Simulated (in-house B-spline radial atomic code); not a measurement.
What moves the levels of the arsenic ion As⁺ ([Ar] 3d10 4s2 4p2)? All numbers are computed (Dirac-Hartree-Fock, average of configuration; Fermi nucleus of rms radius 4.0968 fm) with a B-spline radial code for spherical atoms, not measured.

Baseline run (computed): total energy -2259.1347 hartree, 1s1/2 at -439.5811 hartree, 4p3/2 at -17.575 eV with <r> = 2.342 bohr.

Scaling the speed of light c (a factor of 100 is close to the non-relativistic limit):

```csv
c/c0,ΔE (hartree),4p3/2 level (eV),4p3/2 <r> (bohr)
0.9,-6.1443,-17.5484,2.342
0.98,-1.0739,-17.5704,2.342
1.02,1.009,-17.5794,2.342
1.5,14.222,-17.6363,2.34
100,25.279,-17.6839,2.339
```

Changing the nucleus:

```json
{"nucleus": "Gaussian nucleus of rms radius 4.0968 fm", "ΔE (eV)": "-0.000561"}
{"nucleus": "uniform spherical nucleus of rms radius 4.0968 fm", "ΔE (eV)": "0.00031"}
{"nucleus": "Gaussian nucleus of rms radius 0.01 fm", "ΔE (eV)": "-0.407"}
{"nucleus": "Fermi nucleus of rms radius 4.0149 fm", "ΔE (eV)": "-0.0156"}
{"nucleus": "Fermi nucleus of rms radius 4.1787 fm", "ΔE (eV)": "0.0159"}
```

A larger nucleus binds the electrons less, roughly as the density at the nucleus times the change of the nuclear <r²>. At equal rms radius the shape enters only through higher moments. A radius of 0.01 fm is nearly a point.

Problem. The nuclear charge is raised by 0.1. What does the Hellmann-Feynman theorem predict for the energy, and what is found?

Solution. dE/dZ ≈ -Σ<1/r>, which is -165.021 at the start and -165.692 at the end; their mean times 0.1 is -16.536 hartree, and the two runs differ by -16.536 hartree.
